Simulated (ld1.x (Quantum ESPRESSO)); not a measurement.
**Pb, TM: configuration errors across variants**

ld1.x (Quantum ESPRESSO) 7.5 input, shortened:

```
&input
   title='Pb', zed=82., rel=1, dft='PBE', iswitch=3,
   config='[Xe] 4f14 5d10 6s2 6p1 6d-2'
 /
 &inputp
   pseudotype=2, tm=.true., lloc=-1, rcloc=1.10,
   nlcc=.true., rcore=0.95
 /
3
6S  1  0   2.00   0.00  1.45  1.45  0.0
6P  2  1   1.00   0.00  2.00  2.00  0.0
6D  3  2  -2.00   0.05  2.20  2.20  0.0
 &test
   configts(1)='6s2 6p1'
 /
```

All-electron excitation energies from the reference (eV): (1) 6s2 6p2 -6.575; (2) 6s2 6p0 13.445; (3) 6s1 6p0 45.854; (4) 6s2 6p2.3 -7.375; (5) 6s1 6p2 9.527; (6) 6s0 6p4 11.259; (7) 6s1 6p3 2.161.

Tests that are not counted but printed errors over 1 eV. “wave 6s (bound): rc 1.45 bohr becomes 6s (bound): rc 1.68 bohr”: 6s1 6p0 (solver errors, printed error -5.7 eV). “wave 6s (bound): rc 1.45 bohr becomes 6s (bound): rc 1.84 bohr”: 6s1 6p0 (solver errors, printed error -7.5 eV). “wave 6s (bound): rc 1.45 bohr becomes 6s (bound): rc 1.98 bohr”: 6s1 6p0 (solver errors, printed error +10.0 eV).

2 further variants failed, have other tests or too few solved ones, and are left out.

A true bound ghost makes a file unfit for plane-wave use even where its test errors are small: the radial tests pick states by their node count and pass the ghost by. Where a test does run into it, the solver fails or the error is huge.

Errors AE − PS in meV (a dash: test not solved or not reliable):

| change | (1) | (2) | (3) | (4) | (5) | (6) | (7) | bound ghosts |
| --- | --- | --- | --- | --- | --- | --- | --- | --- |
| base | -9.2 | -46 | -422 | -13 | -51 | -169 | -34 | s, p, d |
| wave 6s (bound): rc 1.45 bohr becomes 6s (bound): rc 1.30 bohr | -11 | -50 | -474 | -14 | -88 | -321 | -73 | s, p, d |
| wave 6s (bound): rc 1.45 bohr becomes 6s (bound): rc 1.50 bohr | -9.0 | -45 | -412 | -12 | -46 | -144 | -28 | s, p, d |
| wave 6s (bound): rc 1.45 bohr becomes 6s (bound): rc 1.68 bohr | -8.6 | -44 | – | -12 | -35 | -94 | -16 | s, p, d |
| wave 6s (bound): rc 1.45 bohr becomes 6s (bound): rc 1.84 bohr | -8.8 | -45 | – | -12 | -34 | -86 | -14 | s, p, d |
| wave 6s (bound): rc 1.45 bohr becomes 6s (bound): rc 1.98 bohr | -8.8 | -45 | – | -12 | -33 | -83 | -14 | s, p, d |

(1) Give the same row for: wave 6s (bound): rc 1.45 bohr becomes 6s (bound): rc 2.18 bohr.

Results:

(1) -8.7, -45, –, -12, -34, -87, -15; bound ghosts: s, p, d. Not counted: 6s1 6p0 (solver errors, printed error -4.1 eV).
